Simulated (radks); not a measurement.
Values are calculated unless marked as measured or tabulated.
All-electron atom: Gd II in [Xe] 4f7 5d1 6s1. Level of theory: scalar-relativistic Kohn-Sham, Slater X-alpha with alpha = 0.772, spin-polarised, spherical densities, finite nucleus; open shells are filled with parallel spins first (spin-orbit coupling, left out, can overturn this in heavy ions); Fermi nuclear charge, rms radius 5.1569 fm (a radial shooting solver on a logarithmic mesh with Libxc functionals).

Normalised radial functions P(r) = r R(r), r in bohr:

r,6s up
0.000915,0.0142
0.001455,0.0206
0.002296,0.0290
0.003623,0.0394
0.005761,0.0502
0.00909,0.0567
0.01434,0.0500
0.02281,0.0177
0.03599,-0.0410
0.05724,-0.0893
0.0903,-0.0434
0.1425,0.0954
0.2266,0.0904
0.3575,-0.1450
0.5641,-0.0941
0.8971,0.2705
1.415,0.1267
2.251,-0.4431
3.552,-0.5969
5.604,-0.2580
8.912,-0.0294

6s up: eigenvalue -10.151 eV, 5 radial nodes at r = 0.0266, 0.105, 0.274, 0.635, 1.58 bohr, <r> = 3.54 bohr, 90 % of the charge inside 5.09 bohr.
